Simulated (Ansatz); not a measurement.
System: C5H7Ge (charge -1, singlet). It need not be the lowest isomer of its formula. Whether it binds its extra electron was not tested at this geometry. SMILES: [GeH3][c]1ccc[cH-]1
Coordinates optimised at B3LYP-D3(BJ)/def2-TZVP (Ansatz, a quantum-chemistry and plane-wave program):
```
C
C 1 1.4199
H 2 1.0830 1 125.65
C 2 1.4028 3 126.18 1 179.49
H 4 1.0835 2 125.91 3 -0.68
C 4 1.4150 5 125.93 2 178.83
H 6 1.0835 4 125.94 5 0.00
C 6 1.4028 7 125.92 4 178.83
H 8 1.0829 6 126.20 7 0.67
Ge 1 1.8989 2 126.33 3 -3.55
H 10 1.5590 1 113.14 2 153.21
H 10 1.5594 11 105.80 1 124.66
H 10 1.5689 11 103.24 12 108.01
```
Charge -1, spin multiplicity 1.

Parts of the frozen-core correlation energy in 6-31G (Ansatz, hartree). Frozen orbitals: 19; correlated occupied orbitals by spin: 16 and 16; virtual: 53 and 53. No spin-orbit coupling. No relativistic terms.

```tsv
term	value
reference (HF)	-2268.30920
MP2 opposite-spin	?
MP2 same-spin	?
CCSD correlation	?
(T)	-0.02023
T1 diagnostic	0.010
largest doubles amplitude	0.052
```

Q: Complete the blanks.

A: 
- MP2 opposite-spin, value: -0.38114
- MP2 same-spin, value: -0.12134
- CCSD correlation, value: -0.54878
